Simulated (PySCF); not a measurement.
C6H8O3: full NMR table

```yaml
Formula: C6H8O3
SMILES: COCC1=COC(=O)C1
Point_group_of_the_computed_structure: C1
Degrees_of_unsaturation: 3
Carbon_signals: 6
Proton_signals: 4
```

Molfile (atoms numbered from 1):
```
C6H8O3
     RDKit          3D

 17 17  0  0  0  0  0  0  0  0999 V2000
   -2.8919   -0.2805    0.0168 C   0  0  0  0  0  0  0  0  0  0  0  0
   -1.5247   -0.3488    0.3267 O   0  0  0  0  0  0  0  0  0  0  0  0
   -0.7377    0.5187   -0.4617 C   0  0  0  0  0  0  0  0  0  0  0  0
    0.6882    0.3727   -0.0554 C   0  0  0  0  0  0  0  0  0  0  0  0
    1.5308    1.3026    0.3878 C   0  0  0  0  0  0  0  0  0  0  0  0
    2.7793    0.8131    0.6789 O   0  0  0  0  0  0  0  0  0  0  0  0
    2.7934   -0.5262    0.4421 C   0  0  0  0  0  0  0  0  0  0  0  0
    3.7603   -1.2060    0.6123 O   0  0  0  0  0  0  0  0  0  0  0  0
    1.4182   -0.9340   -0.0548 C   0  0  0  0  0  0  0  0  0  0  0  0
   -3.3945   -0.9812    0.6797 H   0  0  0  0  0  0  0  0  0  0  0  0
   -3.2881    0.7289    0.1827 H   0  0  0  0  0  0  0  0  0  0  0  0
   -3.0791   -0.5643   -1.0266 H   0  0  0  0  0  0  0  0  0  0  0  0
   -0.8517    0.2561   -1.5281 H   0  0  0  0  0  0  0  0  0  0  0  0
   -1.0615    1.5626   -0.3303 H   0  0  0  0  0  0  0  0  0  0  0  0
    1.4044    2.3574    0.5405 H   0  0  0  0  0  0  0  0  0  0  0  0
    1.4860   -1.3981   -1.0398 H   0  0  0  0  0  0  0  0  0  0  0  0
    0.9618   -1.6608    0.6192 H   0  0  0  0  0  0  0  0  0  0  0  0
  1  2  1  0
  2  3  1  0
  3  4  1  0
  4  5  2  0
  5  6  1  0
  6  7  1  0
  7  8  2  0
  7  9  1  0
  9  4  1  0
  1 10  1  0
  1 11  1  0
  1 12  1  0
  3 13  1  0
  3 14  1  0
  5 15  1  0
  9 16  1  0
  9 17  1  0
M  END
```

- σ from GIAO-PBE0/pcSseg-1
- structure optimised with GFN2-xTB
- code: PySCF 2.14.0 with density-fitted response routines
- fast rotation and ring inversion assumed for equivalent nuclei, gas phase, one conformer, non-relativistic

Referencing at the same level of theory: TMS for 1H (31.72 ppm), 13C (186.93 ppm); 17O (336.08 ppm) vs H2O.

| carbon | δC, type | δH (multiplicity) | HMBC from (2–3 bonds) | span of the C tensor (ppm) |
| --- | --- | --- | --- | --- |
| C1 | 61.3, CH3 | 3.58 (s) | H13/H14 | 89 |
| C3 | 71.9, CH2 | 3.98 (s) | H15, H10/H11/H12, H16/H17 | 76 |
| C4 | 126.7, C | – | H15, H13/H14, H16/H17 | 176 |
| C5 | 147.0, CH | 6.82 (s) | H13/H14, H16/H17 | 151 |
| C7 | 180.1, C | – | H15, H16/H17 | 163 |
| C9 | 37.6, CH2 | 3.17 (s) | H15, H13/H14 | 30 |

Other nuclei:
```tsv
atoms	nucleus	environment	δ (ppm)	σ (ppm)
O8	17O	ester carbonyl oxygen	449.9	-113.8
O6	17O	ester alkoxy oxygen	275.7	60.4
O2	17O	ether oxygen	28.1	308.0
```

- Carbon types of the structure: 2 × C, 1 × CH, 2 × CH2, 1 × CH3, which accounts for all hydrogens.
- δC 180.1: ester carbonyl carbon; lone-pair donation from the attached heteroatom keeps it upfield of a ketone carbonyl.
- δC 147.0: alkene carbon bearing oxygen; an sp2 carbon further deshielded by the attached heteroatom.
- δC 126.7: β carbon of an enol-ether or enamine type C=C.
- δC 71.9: allylic sp3 CH2 bonded to O; the inductive effect lowers its shielding.
- δC 61.3: methyl carbon bonded to O; the inductive effect lowers its shielding.

Shifts are as computed. Against solution values, carbons near 30 ppm lie about +3 ppm off and those near 130 ppm about +5 ppm (rms about the fit 2.1 ppm; single classes can miss by 10 ppm). Of 1328 compounds with measured shifts, 309 miss one by over three times the rms of a fit or turn the order of signals round; such compounds aren't used in these exercises. Signals without a measured value on file couldn't be tested in this way; 1H shifts scatter by 0.2 ppm about their fit, and single ones miss by 0.5 ppm. Unscaled 17O shifts of doubly bonded oxygen tend to come out too high, by tens of ppm or more. Experimental scales use liquid or dissolved standards, which lie at an offset from isolated H2O (liquid H2O: subtract about 36 ppm). No couplings were computed; multiplicities are counted from neighbouring protons, with m where these are inequivalent, close in shift, in a saturated or five-membered ring or joined by F or P, and br s for small geminal =CH2 splittings.
